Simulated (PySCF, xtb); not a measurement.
3-fluoropenta-1,2,4-triene (C₅H₅F), SMILES FC(=C=C)C=C. One conformer was computed; it need not be the lowest.

Harmonic wavenumbers (cm⁻¹) from xtb with GFN2-xTB at its own minimum, in rising order: 109, 135, 247, 256, 387, 497, 551, 592, 679, 763, 879, 885, 960, 1000, 1004, 1192, 1240, 1305, 1399, 1433, 1662, 2060, 3059, 3063, 3078, 3112, 3143.

Q: What does PBE0-D3(BJ)/def2-SVP in PySCF give at its own minimum? (An estimate is asked for; the answer gives what the named calculation found.)

A: 130, 154, 264, 283, 454, 525, 608, 636, 739, 785, 924, 943, 993, 1021, 1033, 1248, 1308, 1324, 1424, 1477, 1718, 2095, 3126, 3181, 3213, 3214, 3289. Paired by order, the mean absolute difference is 53 cm⁻¹ and the zero-point energies are 49.6 and 51.6 kcal/mol.
